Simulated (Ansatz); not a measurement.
Input and output for the cluster Ga₂N₂.

```yaml
crystal:
  periodic: [false, false, false]
  atoms:
    - {symbol: Ga, position_ang: [0.597386, 1.598866, 0.989453]}
    - {symbol: Ga, position_ang: [-0.526692, 0.345055, -1.570303]}
    - {symbol: N, position_ang: [0.143957, -0.496730, 0.585033]}
    - {symbol: N, position_ang: [-0.214661, -1.447191, -0.004172]}
basis:
  gaussian: {orbitals: x2c-TZVPPall}
hamiltonian: {xc: {name: RPBE}, dispersion: d3bjatm}
```

```sh
$ ansatz run in.yaml --threads 2 --pin off --events-out ev --progress --plain --max-ram 4352MiB
```

It prints (some lines left out):

```
Functional definition: RPBE
1034 factors; their error is unknown
mean field evaluation 1: about -108754.7452 eV, gradient 8.0e1 eV
mean field evaluation 2: about -108422.5905 eV, gradient 2.5e2 eV
mean field evaluation 4: about -108760.3954 eV, gradient 6.1e1 eV
mean field evaluation 8: about -108770.9088 eV, gradient 1.0e0 eV
mean field evaluation 16: about -108770.8838 eV, gradient 2.8e-3 eV
mean field -108770.88378961 eV, -3997.2562517150 hartree, gradient 4.1e-5 eV, S^2 0.000000; 1 other end points of the search recorded, 0 dependent functions left out
reference -108770.88382196 eV, -3997.2562529038 hartree; 38, 38 occupied and 120, 120 virtual orbitals, 1034 factors
Total energy: -108771.96550021 eV, -3997.2960038464 hartree
Relativity: scalar
```

Hardware: 2 threads of Arm Neoverse V1 on a shared host. Wall time 2.6 s.

DK, ANO-RCC and x2c sets are all-electron and run with scalar relativity unless a key says otherwise.
